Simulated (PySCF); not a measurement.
C₃H₈Ge₂.
Bonds: Ge1–Ge2, Ge2–C3, C3–C4 (double), C4–C5, C3–C5. Hydrogens: H6, H7, H8 on Ge1; H9, H10 on Ge2; H11 on C4; H12, H13 on C5.

Computed by this run: PBE0-D3(BJ)/def2-SVP geometry optimisation, gas phase (PySCF 2.14.0); density fitting, grid level 1; the optimiser is geomeTRIC in internal coordinates, started from a GFN2-xTB structure.

Geometry at step 7:
```
atom  x, y, z in Å
Ge1    -2.0899   -0.0607    0.4378
Ge2    -0.2069   -0.5901   -1.0057
C3      1.3956    0.1339   -0.2450
C4      2.3715    0.9987   -0.2131
C5      2.3119    0.0956    0.9664
H6     -1.8409    1.2883    1.1361
H7     -3.3706    0.0417   -0.4112
H8     -2.2846   -1.1525    1.5051
H9     -0.0497   -2.1172   -1.1333
H10    -0.4214    0.0304   -2.4008
H11     2.9007    1.8095   -0.7090
H12     3.0348   -0.7291    1.0652
H13     1.9504    0.4814    1.9330
```

Question: Give the atomic forces at this geometry.

Answer: 
```json
{"atom": "Ge1", "Fx (eV/Å)": "0.065", "Fy (eV/Å)": "-0.005", "Fz (eV/Å)": "-0.031"}
{"atom": "Ge2", "Fx (eV/Å)": "-0.005", "Fy (eV/Å)": "0.040", "Fz (eV/Å)": "-0.052"}
{"atom": "C3", "Fx (eV/Å)": "-0.040", "Fy (eV/Å)": "0.004", "Fz (eV/Å)": "0.147"}
{"atom": "C4", "Fx (eV/Å)": "0.003", "Fy (eV/Å)": "-0.060", "Fz (eV/Å)": "-0.124"}
{"atom": "C5", "Fx (eV/Å)": "0.003", "Fy (eV/Å)": "0.034", "Fz (eV/Å)": "-0.049"}
{"atom": "H6", "Fx (eV/Å)": "-0.024", "Fy (eV/Å)": "-0.002", "Fz (eV/Å)": "0.002"}
{"atom": "H7", "Fx (eV/Å)": "-0.017", "Fy (eV/Å)": "-0.002", "Fz (eV/Å)": "0.021"}
{"atom": "H8", "Fx (eV/Å)": "-0.002", "Fy (eV/Å)": "0.010", "Fz (eV/Å)": "0.010"}
{"atom": "H9", "Fx (eV/Å)": "0.003", "Fy (eV/Å)": "0.006", "Fz (eV/Å)": "-0.019"}
{"atom": "H10", "Fx (eV/Å)": "0.009", "Fy (eV/Å)": "-0.032", "Fz (eV/Å)": "0.002"}
{"atom": "H11", "Fx (eV/Å)": "-0.006", "Fy (eV/Å)": "0.028", "Fz (eV/Å)": "0.053"}
{"atom": "H12", "Fx (eV/Å)": "-0.006", "Fy (eV/Å)": "-0.009", "Fz (eV/Å)": "0.029"}
{"atom": "H13", "Fx (eV/Å)": "0.016", "Fy (eV/Å)": "-0.012", "Fz (eV/Å)": "0.011"}
```

The largest, 0.15 eV/Å, acts on C3; the rms over all components is 0.040 eV/Å. The forces sum to zero within rounding, as they must for an isolated molecule in no field.

Question: Give the force on C3 in Eh/bohr and in nN.

Answer: 0.152 eV/Å ÷ 51.422 = 0.00295 Eh/bohr, and 0.152 eV/Å × 1.602 = 0.24 nN.

Question: How far is this geometry from the end of the optimisation?

Answer: 0.017 eV above it, and 0.363 Å rms away after alignment. The bonds farthest from their final lengths, with half the difference of the two atoms' forces along the bond (positive lengthens):

```json
{"bond": "Ge1–Ge2", "now (Å)": "2.431", "final (Å)": "2.422", "force along bond (eV/Å)": "-0.03"}
{"bond": "C3–C5", "now (Å)": "1.519", "final (Å)": "1.517", "force along bond (eV/Å)": "-0.07"}
{"bond": "Ge2–H10", "now (Å)": "1.542", "final (Å)": "1.540", "force along bond (eV/Å)": "-0.04"}
```

The angle farthest from its final value is Ge2–C3–C5, 144.2° against 145.5°.

The cost below is that of the whole optimisation. On Arm Neoverse V2, one thread, shared host with 64 logical CPUs at a one-minute load of 42, this took 2.0 min of wall time and 0.73 GiB of memory at its peak.
